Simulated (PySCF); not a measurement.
`CC(=O)[C@H]1CC[C@H]1N`, C6H11NO

Geometry:
```
atom   x (Å)   y (Å)   z (Å)
  C1  -2.045  -1.128  -0.654
  C2  -1.117  -0.764   0.472
  O3  -0.877  -1.498   1.398
  C4  -0.476   0.597   0.314
  C5   0.445   1.011   1.472
  C6   1.679   0.763   0.594
  C7   0.759   0.578  -0.636
  N8   0.898  -0.591  -1.468
  H9  -1.497  -1.046  -1.591
 H10  -2.419  -2.140  -0.525
 H11  -2.882  -0.434  -0.686
 H12  -1.238   1.320   0.024
 H13   0.321   2.048   1.774
 H14   0.362   0.365   2.344
 H15   2.395   1.580   0.529
 H16   2.207  -0.153   0.856
 H17   0.766   1.452  -1.293
 H18   0.975  -1.426  -0.893
 H19   1.735  -0.525  -2.036
```

Method used: TDDFT PBE0/def2-SVPD circular dichroism and optical rotation, one conformer, gas phase in PySCF. Geometry: GFN2-xTB.

The molecule is flexible and this is one conformer; a measurement averages over conformers. States above about 7.0 eV (minus the energy of the highest occupied orbital) lie near or above the ionisation threshold and depend on the basis.

Task: Draw the ECD and absorption spectra from the lowest 16 states, each a Gaussian of half-width 0.3 eV at 1/e height.

Result: 
| E (eV) | λ (nm) | Δε (L mol⁻¹ cm⁻¹) | ε (L mol⁻¹ cm⁻¹) |
| --- | --- | --- | --- |
| 3.95 | 314 | +0.19 | 0.873 |
| 4.10 | 302 | +0.77 | 3.6 |
| 4.25 | 292 | +1.93 | 9 |
| 4.40 | 282 | +2.92 | 13.7 |
| 4.55 | 272 | +2.69 | 12.7 |
| 4.70 | 264 | +1.51 | 8.46 |
| 4.85 | 256 | +0.59 | 13.5 |
| 5.00 | 248 | +0.46 | 52.2 |
| 5.15 | 241 | +1.03 | 146 |
| 5.30 | 234 | +1.73 | 249 |
| 5.45 | 227 | +1.79 | 258 |
| 5.60 | 221 | +1.10 | 165 |
| 5.75 | 216 | +0.11 | 92.8 |
| 5.90 | 210 | -1.83 | 204 |
| 6.05 | 205 | -7.10 | 702 |
| 6.20 | 200 | -15.75 | 1580 |
| 6.35 | 195 | -20.54 | 2170 |
| 6.50 | 191 | -14.44 | 1920 |
| 6.65 | 186 | -3.50 | 1310 |
| 6.80 | 182 | -0.93 | 1270 |
| 6.95 | 178 | -11.36 | 2110 |
| 7.10 | 175 | -24.85 | 3310 |
| 7.25 | 171 | -26.21 | 3890 |
| 7.40 | 168 | -14.13 | 3600 |
| 7.55 | 164 | -1.79 | 3050 |
| 7.70 | 161 | +3.11 | 2840 |
| 7.85 | 158 | +4.27 | 3130 |
| 8.00 | 155 | +6.50 | 3620 |

Δε uses R in velocity form, ε uses f in length form. Only the states computed contribute, so the short-wavelength end is incomplete.
